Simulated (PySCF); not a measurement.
CH₈O₂Si₃, SMILES C[Si@H]1O[SiH2][Si@@H]1O.

Geometry: B3LYP-D3(BJ)/def2-SVP. The structure was generated by enumeration; whether it is a known compound was not checked. Other conformers were not sampled.

Two levels are set side by side: TDA-PBE/def2-SVPD (PySCF) and TDA-PBE0/def2-SVPD (PySCF). Vertical, same geometry. The lowest singlet is HOMO→LUMO 99 % with PBE and HOMO→LUMO 99 % with the other functional; states are paired by order. Differences are taken from unrounded values.

```tsv
quantity	TDA-PBE0
lowest singlet excitation (eV)	4.52
lowest triplet excitation (TDA) (eV)	3.90
first bright state (f over 0.05) (eV)	5.27
its oscillator strength	0.15
```

Question: What does TDA-PBE give, and how far is it from TDA-PBE0? (An estimate is asked for; the answer gives what the named calculation found.)

Answer: 
```
quantity                               TDA-PBE  TDA-PBE minus TDA-PBE0
-------------------------------------  -------  ----------------------
lowest singlet excitation (eV)            4.16                   -0.36
lowest triplet excitation (TDA) (eV)      3.66                   -0.24
first bright state (f over 0.05) (eV)     4.83                   -0.43
its oscillator strength                   0.11                   -0.04
```

A lower first singlet is the usual sign of a functional without exact exchange. Differences between two approximate levels are no errors against the true value.

Rough cost on one machine, each run with all the roots and properties that it gave: TDA-PBE0 against TDA-PBE about 2 times.
